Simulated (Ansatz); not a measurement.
**Ligand exchange: LiBr + Ge(CH3)3Cl → LiCl + Ge(CH3)3Br**

Species: LiBr, singlet; Ge(CH3)3Cl, singlet; LiCl, singlet; Ge(CH3)3Br, singlet. The partners trade Br for Cl: Li–Br and Ge–Cl bonds give way to Li–Cl and Ge–Br.

Shapes, held fixed at every level: PBE0-D4/def2-TZVP. Programs: Ansatz 0.2.0. The zero-point and thermal change to 298 K, harmonic and unscaled (PBE0-D4/def2-TZVP), is 0.0 kJ/mol.

```json
{"level": "SPW92/def2-TZVPP", "kind": "LDA", "ΔH(298 K) (kJ/mol)": "+4.2", "less CCSD(T)/def2-TZVPP": "-0.5"}
{"level": "PBE0-D4/def2-TZVPP", "kind": "global hybrid", "ΔH(298 K) (kJ/mol)": "+4.9", "less CCSD(T)/def2-TZVPP": "+0.2"}
{"level": "r2SCAN0-D4/def2-TZVPP", "kind": "global hybrid", "ΔH(298 K) (kJ/mol)": "+6.6", "less CCSD(T)/def2-TZVPP": "+1.9"}
{"level": "wB97M-V/def2-TZVPP", "kind": "range-separated hybrid", "ΔH(298 K) (kJ/mol)": "+5.6", "less CCSD(T)/def2-TZVPP": "+0.9"}
{"level": "wB97X-V/def2-TZVPP", "kind": "range-separated hybrid", "ΔH(298 K) (kJ/mol)": "+6.0", "less CCSD(T)/def2-TZVPP": "+1.3"}
{"level": "B2PLYP/def2-TZVPP", "kind": "double hybrid", "ΔH(298 K) (kJ/mol)": "+5.2", "less CCSD(T)/def2-TZVPP": "+0.5"}
{"level": "CCSD(T)/def2-TZVPP", "kind": "coupled cluster or CI", "ΔH(298 K) (kJ/mol)": "+4.7", "less CCSD(T)/def2-TZVPP": "0.0"}
```

The highest level, CCSD(T)/def2-TZVPP, gives ΔH(298 K) = +4.7 kJ/mol; the levels span +4.2 to +6.6. The column of differences is taken from that level and isn't an error. No measured value is set beside it here. Relativity is left out for Br, Ge. Outer-core shells of Br, Ge, Li are correlated, in sets that cover them unevenly.
